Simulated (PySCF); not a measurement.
Species: C$_{3}$H$_{7}$S (charge -1, singlet). It need not be the lowest isomer of its formula. Whether it binds its extra electron was not tested at this geometry. 
Geometry from a B3LYP-D3(BJ)/def2-TZVP (Ansatz) optimisation:
SMILES: CC[CH-]S
```xyz
11

C     -2.3781     0.1234    -0.2960
C     -1.0102     0.2447     0.3850
C      0.0966    -0.2603    -0.5177
S      1.7229    -0.0911     0.2080
H     -2.5852    -0.9211    -0.5536
H     -3.1969     0.4747     0.3471
H     -2.3852     0.6914    -1.2308
H     -0.8313     1.3013     0.6234
H     -1.1022    -0.2554     1.3813
H     -0.0380    -1.3259    -0.7409
H      2.3228     0.8460    -0.5825
```
Charge -1, spin multiplicity 1.

Dispersion corrections to the total energy (kcal/mol) from the dftd3 and dftd4 libraries through PySCF: D3(BJ) without and D4 with the three-body term, each with the damping fitted for the functional named.

```json
[
 {"functional": "CAM-B3LYP", "D3(BJ)": "-3.74", "D4": "…"},
 {"functional": "PW6B95", "D3(BJ)": "-2.37", "D4": "-4.60"},
 {"functional": "HF", "D3(BJ)": "…", "D4": "-20.25"},
 {"functional": "BLYP", "D3(BJ)": "-10.43", "D4": "…"},
 {"functional": "HSE06", "D3(BJ)": "-3.14", "D4": "-4.13"},
 {"functional": "PBE", "D3(BJ)": "-4.97", "D4": "-5.34"},
 {"functional": "TPSS", "D3(BJ)": "-6.20", "D4": "-7.23"}
]
```

Question: Some entries are withheld; supply them.

Answer: 
- CAM-B3LYP, D4: -4.47
- HF, D3(BJ): -39.50
- BLYP, D4: -11.98
